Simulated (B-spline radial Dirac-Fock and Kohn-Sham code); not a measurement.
## Ti³⁺: K-LL lines in intermediate coupling

System: Ti³⁺, [Ar] 3d1.

Calculated with a radial finite-basis atomic code, using Dirac-Fock ΔSCF + Breit + QED. The two-hole levels come from diagonalising the Coulomb interaction among the jj configurations; intensities are independent-particle Coulomb rates. Kinetic energies are from the vacuum level. Correlation and solid-state effects are left out. Open outer shells are spectators and are not coupled to the holes.

```
kinetic energy (eV)  J  leading jj holes (weight)  leading LS term (weight)
             3728.8  0                L1L1 (0.98)                ¹S0 (0.98)
             3819.2  1                L1L3 (0.58)                ¹P1 (0.99)
             3847.4  0                L1L2 (1.00)                ³P0 (1.00)
             3849.5  1                L1L2 (0.58)                ³P1 (0.99)
             3853.2  2                L1L3 (1.00)                ³P2 (1.00)
             3921.6  0                L2L2 (0.61)                ¹S0 (0.90)
             3933.6  2                L2L3 (0.85)                ¹D2 (0.95)
             3941.9  0                L3L3 (0.61)                ³P0 (0.92)
             3942.3  1                L2L3 (1.00)                ³P1 (1.00)
             3946.8  2                L3L3 (0.85)                ³P2 (0.95)
```

The intensity is shared as follows: 3933.6 eV 58.6 %, 3819.2 eV 20.4 %, 3921.6 eV 6.2 %, 3728.8 eV 6.1 %, 3853.2 eV 2.9 %, 3946.8 eV 2.7 %, 3849.5 eV 2.0 %, 3847.4 eV 0.7 %, 3941.9 eV 0.5 %, 3942.3 eV 0.0 %.

The strongest line, by its leading LS label ¹D2, lies at 3933.6 eV. The mean weight of the leading component is 0.81 in jj and 0.97 in LS coupling, so LS labels describe these levels better.
